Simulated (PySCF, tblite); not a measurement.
Isomers of C3H7Si2 (doublet state), one GFN2-xTB conformer each. Single-point energies are computed at B3LYP/pcH-1 (PySCF, gas phase, no added dispersion term), electronic only. GFN2-xTB treats the open shell by occupation alone, and not every SCF solution was tested for stability.

Problem. Rank them by B3LYP/pcH-1 energy, lowest first (kJ/mol).
A. `[SiH3][C]1C=C[SiH2]1` [radical]
B. `[SiH2:1][C@@H:2]1[CH:3]=[CH:4][SiH2:5]1` (doublet state) with H–Si1–C2–C3 -74° and 55°
C. `[C]1[SiH2][C@H]([SiH3])C=1` [radical]
D. `[SiH3][C@H]1[C]=C[SiH2]1` [radical]
E. `[SiH3][C@H]1C=C[SiH]1` [radical]

Solution. A (0.0), E (14.1), B (27.4), D (84.2), C (121.7).

Neighbours under 21 kJ/mol apart ([SiH3][C]1C=C[SiH2]1 and [SiH3][C@H]1C=C[SiH]1; [SiH3][C@H]1C=C[SiH]1 and [SiH2][C@@H]1C=C[SiH2]1) can change places with a better method, another conformer or zero-point energy. GFN2-xTB itself gives, in the same order: 0.0, 14.1, 27.5, 103.9, 87.7. Both levels put the same isomer lowest; measured from each level's own lowest isomer, the values differ by up to 34.0 kJ/mol ([SiH3][C@@H]1C=[C][SiH2]1: 87.7 against 121.7).

Problem. What happens when harmonic zero-point energies from GFN2-xTB frequencies are added?

Solution. 
```tsv
SMILES	ZPE (kJ/mol)	electronic (kJ/mol)	with ZPE (kJ/mol)
[SiH3][C]1C=C[SiH2]1	196.6	0.0	0.0
[SiH3][C@H]1C=C[SiH]1	206.7	14.1	24.2
[SiH2][C@@H]1C=C[SiH2]1	206.2	27.4	37.0
[SiH3][C@H]1[C]=C[SiH2]1	196.6	84.2	84.2
[SiH3][C@@H]1C=[C][SiH2]1	198.0	121.7	123.1
```

The zero-point energies span 10.1 kJ/mol. The order is unchanged.
